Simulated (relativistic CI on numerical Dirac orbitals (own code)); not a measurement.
# Slater and spin-orbit integrals, Zr IX

These numbers are calculated, not measured: Dirac-Coulomb-Breit CI, orbitals from a KLI potential per configuration, model QED, unscaled Slater integrals (own radial code, finite nucleus).

Slater integrals F^k, G^k are unscaled and averaged over j, outside the closed core [Ar] 3d10; ζ comes from projecting the Hamiltonian with its Breit term on Σ l·s of the shell.

- 4s2 4p2: F^2(4p,4p) = 87719, ζ(4p) = 12559 cm⁻¹; <r>(4p) = 1.198, <r^2>(4p) = 1.619 (bohr units).
- 4s 4p3: F^2(4p,4p) = 87778, G^1(4s,4p) = 116590, ζ(4p) = 12512 cm⁻¹; <r>(4s) = 1.115, <r^2>(4s) = 1.395, <r>(4p) = 1.197, <r^2>(4p) = 1.616 (bohr units).
- 4p4: F^2(4p,4p) = 87655, ζ(4p) = 12473 cm⁻¹; <r>(4p) = 1.198, <r^2>(4p) = 1.62 (bohr units).

In this model ζ of a weakly bound d, f or g electron outside closed shells comes out too small, for d by up to a factor of two or three and at times with the wrong sign; that of an outer p electron is too small as well.

Averages of the first 10 configurations, taken without configuration mixing, which lowers the lowest level and can move excited configurations by several eV; other configurations of the list can lie among them:

```tsv
Configuration	Parity	States	Average energy above the lowest level (eV)
4s2 4p2	even	15	5.4
4s 4p3	odd	40	31.4
4p4	even	15	61.3
4s2 4p 4d	odd	60	45.8
4s 4p2 4d	even	300	70.2
4s2 4p 4f	even	84	81.6
4s 4p2 4f	odd	420	106.3
4s2 4p 5s	odd	12	69.5
4p3 4d	odd	200	98.5
4s2 4p 5p	even	36	79.4
```
